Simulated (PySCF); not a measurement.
PySCF input:

```python
from pyscf import gto, scf, dft

mol = gto.M(
    atom='''
    Te    0.01908105    0.00367800    0.38463732
    I     1.41345611   -2.54479339   -0.23495626
    I    -1.43217714    2.54118478   -0.14242375
    ''',
    basis='def2-tzvpd',
    ecp='def2-tzvp',
    charge=-1,
    spin=1,
    verbose=4,
)

mf = scf.UHF(mol).density_fit(auxbasis='def2-universal-jkfit')
mf.conv_tol = 1e-9
mf.max_cycle = 100
mf.max_memory = 1500
mf.kernel()
if not mf.converged:
    mf = mf.newton()
    mf.kernel(mf.make_rdm1())
for _ in range(2):
    mo, _, stable, _ = mf.stability(return_status=True)
    if stable:
        break
    mf.kernel(mf.make_rdm1(mo, mf.mo_occ))
mf.analyze()
```

Q: Predict the final energy.

A: -860.46467 Eh (HF/def2-TZVPD).
